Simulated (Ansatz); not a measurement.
Reaction (ligand exchange at a Ge–S bond): `C[S][GeH]` + H–F → `[F][GeH]` + CH₃SH

Program: Ansatz. Geometries: PBE0-D4/def2-TZVP. ΔE: electronic, gas phase. CCSD(T)/CBS is the MP2 limit (def2-TZVPP, def2-QZVPP) plus CCSD(T) − MP2 in def2-TZVPP, frozen cores. This one scheme is used for every species. DFT in def2-TZVPP. HSE06 is defined as in plane-wave codes. For Ge outer-core shells are correlated without core-valence functions, which leaves a few kJ/mol of doubt a bond. Scalar relativity is left out up to krypton.

```csv
level,ΔE (kJ/mol),difference from CCSD(T)/CBS
B97M-V,10.2,-16.8
BHLYP-D4,13.4,-13.6
CAM-B3LYP-D4,4.6,-22.4
PBE,23.2,-3.8
r2SCAN,22.7,-4.3
PBE0,24.0,-3.0
HSE06,25.0,-2.0
LC-ωPBE,4.4,-22.6
CCSD(T)/def2-SVP,9.3,-17.7
CCSD(T)/def2-TZVPP,21.0,-6.0
CCSD(T)/CBS,27.0,0
```

Largest T1 diagnostic among the species: 0.015.

In def2-TZVPP, CCSD(T) changes the Hartree–Fock value by +29.2 kJ/mol (the triples alone add +6.2 kJ/mol) and MP2 by +36.7 kJ/mol. Leaving LDA and LC-ωPBE aside and taking each functional with its dispersion term where it has one, the values, not all of them listed here, spread over 24.9 kJ/mol, from CAM-B3LYP-D4 to HSE06-D4. LDA lies +13.6 kJ/mol from PBE without D4.
